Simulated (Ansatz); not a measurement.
Basis-set series for CH5NOSi (`N=C[SiH2]O`). Total charge 0; spin multiplicity 1. Geometry: relaxed with PBE0-D4/def2-TZVP. It is one conformer, not always the lowest.

```
functional       basis  functions  energy (Eh)  HOMO (eV)  LUMO (eV)
   PBE0-D4    def2-SVP         85   -460.05815      -7.68      -0.91
   PBE0-D4  def2-TZVPP        205   -460.36982      -7.82      -1.15
   ωB97M-V    def2-SVP         85   -460.28045      -9.97       1.46
   ωB97M-V  def2-TZVPP        205   -460.59944     -10.14       1.12
```

Task: Give the rows for def2-QZVPP. (Best estimate.)

Result: Computed: 
| functional | basis | functions | energy (Eh) | HOMO (eV) | LUMO (eV) |
| --- | --- | --- | --- | --- | --- |
| PBE0-D4 | def2-QZVPP | 391 | -460.38985 | -7.85 | -1.22 |
| ωB97M-V | def2-QZVPP | 391 | -460.61817 | -10.17 | 1.01 |

Positive LUMOs are unbound and depend on the basis.
